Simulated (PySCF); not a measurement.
Cyclo-(GeH2)4.
Bonds: Ge1–Ge4, Ge1–Ge10, Ge4–Ge7, Ge7–Ge10. Hydrogens: H2, H3 on Ge1; H5, H6 on Ge4; H8, H9 on Ge7; H11, H12 on Ge10.

Computed by this run: PySCF 2.14.0, PBE0-D3(BJ)/def2-SVP geometry optimisation, gas phase; density fitting, grid level 1; the optimiser is geomeTRIC in internal coordinates, started from a GFN2-xTB structure with every atom displaced at random (about 0.03 Å).

At the end of the run (lengths in Å): Ge1–Ge4 2.454, Ge4–H6 1.543, Ge1–H2 1.542, Ge1–Ge10 2.456, Ge4–Ge7 2.456, Ge7–Ge10 2.455, Ge1–H3 1.542, H2–Ge1–H3 108.5°, H2–Ge1–Ge4 114.6°, H3–Ge1–Ge10 114.0°, H5–Ge4–H6 108.4°, Ge10–Ge1–Ge4–Ge7 0°, Ge4–Ge1–Ge10–Ge7 0°, Ge1–Ge4–Ge7–Ge10 0°, H5–Ge4–Ge1–H2 -1°, H11–Ge10–Ge1–H2 1°.

Task: These geometries were met on the way; a selection of coordinates is given. Order them by energy above the end point, lowest first.
A. Ge1–Ge4 2.547, Ge4–H6 1.451, Ge1–H2 1.628, Ge1–Ge10 2.516, Ge4–Ge7 2.509, Ge7–Ge10 2.504, Ge1–H3 1.494, H2–Ge1–H3 95.0°, H2–Ge1–Ge4 125.6°, H3–Ge1–Ge10 103.6°, H5–Ge4–H6 101.1°, Ge10–Ge1–Ge4–Ge7 2°, Ge4–Ge1–Ge10–Ge7 -2°, Ge1–Ge4–Ge7–Ge10 -2°, H5–Ge4–Ge1–H2 -24°, H11–Ge10–Ge1–H2 -22°
B. Ge1–Ge4 2.465, Ge4–H6 1.565, Ge1–H2 1.526, Ge1–Ge10 2.463, Ge4–Ge7 2.465, Ge7–Ge10 2.457, Ge1–H3 1.556, H2–Ge1–H3 109.4°, H2–Ge1–Ge4 117.1°, H3–Ge1–Ge10 107.5°, H5–Ge4–H6 109.3°, Ge10–Ge1–Ge4–Ge7 -1°, Ge4–Ge1–Ge10–Ge7 1°, Ge1–Ge4–Ge7–Ge10 1°, H5–Ge4–Ge1–H2 -14°, H11–Ge10–Ge1–H2 -7°
C. Ge1–Ge4 2.506, Ge4–H6 1.548, Ge1–H2 1.555, Ge1–Ge10 2.483, Ge4–Ge7 2.483, Ge7–Ge10 2.477, Ge1–H3 1.551, H2–Ge1–H3 105.4°, H2–Ge1–Ge4 120.2°, H3–Ge1–Ge10 104.2°, H5–Ge4–H6 108.3°, Ge10–Ge1–Ge4–Ge7 0°, Ge4–Ge1–Ge10–Ge7 0°, Ge1–Ge4–Ge7–Ge10 0°, H5–Ge4–Ge1–H2 -20°, H11–Ge10–Ge1–H2 -14°
D. Ge1–Ge4 2.452, Ge4–H6 1.549, Ge1–H2 1.540, Ge1–Ge10 2.457, Ge4–Ge7 2.456, Ge7–Ge10 2.456, Ge1–H3 1.542, H2–Ge1–H3 108.7°, H2–Ge1–Ge4 113.3°, H3–Ge1–Ge10 115.7°, H5–Ge4–H6 107.9°, Ge10–Ge1–Ge4–Ge7 -1°, Ge4–Ge1–Ge10–Ge7 1°, Ge1–Ge4–Ge7–Ge10 1°, H5–Ge4–Ge1–H2 -3°, H11–Ge10–Ge1–H2 1°
E. Ge1–Ge4 2.430, Ge4–H6 1.566, Ge1–H2 1.539, Ge1–Ge10 2.447, Ge4–Ge7 2.447, Ge7–Ge10 2.445, Ge1–H3 1.550, H2–Ge1–H3 108.6°, H2–Ge1–Ge4 113.6°, H3–Ge1–Ge10 115.3°, H5–Ge4–H6 106.0°, Ge10–Ge1–Ge4–Ge7 -1°, Ge4–Ge1–Ge10–Ge7 1°, Ge1–Ge4–Ge7–Ge10 1°, H5–Ge4–Ge1–H2 -5°, H11–Ge10–Ge1–H2 1°

Result: D (0.006 eV), E (0.028 eV), B (0.194 eV), C (0.447 eV), A (1.000 eV).

```
step  E above end (eV)  rms distance from the end, all atoms (Å)  largest force (eV/Å)  rms shift of all bonds from the end (Å)
   4             0.006                                     0.040                 0.166                                    0.002
   3             0.028                                     0.057                 0.692                                    0.011
   2             0.194                                     0.102                 0.731                                    0.010
   1             0.447                                     0.140                 1.141                                    0.021
   0             1.000                                     0.191                 2.217                                    0.056
```

Rows stand in the order of the answer.
